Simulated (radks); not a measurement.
Coulomb parameter of the 4f shell of the praseodymium ion Pr2+ in the model configuration [Xe] 4f2 6p1, as a second difference U = [E(n + 1) + E(n - 1) - 2 E(n)] / (1)^2 with all orbitals relaxed. "Bare": the charge of the atom changes with n. "Screened": the 6p shell takes up the change at fixed total charge, which measures U(4f,4f) + U(6p,6p) - 2 U(4f,6p). Calculated with a radial shooting solver on a logarithmic mesh with Libxc functionals: scalar-relativistic Kohn-Sham, SCAN, spin-unpolarised, spherical densities, finite nucleus; meta-GGA in the generalised Kohn-Sham scheme; Fermi nuclear charge, rms radius 4.8919 fm.

[
 {"case": "start", "configuration": "[Xe] 4f2 6p1", "E - E(n) (eV)": "0.000"},
 {"case": "bare +1", "configuration": "[Xe] 4f3 6p1", "E - E(n) (eV)": "-14.712"},
 {"case": "bare -1", "configuration": "[Xe] 4f1 6p1", "E - E(n) (eV)": "30.989"},
 {"case": "screened +1", "configuration": "[Xe] 4f3", "E - E(n) (eV)": "-7.311"},
 {"case": "screened -1", "configuration": "[Xe] 4f1 6p2", "E - E(n) (eV)": "15.008"}
]

U(bare) = 16.276 eV, U(screened by 6p) = 7.697 eV, against the Slater integral F0(4f,4f) = 24.806 eV with frozen orbitals.
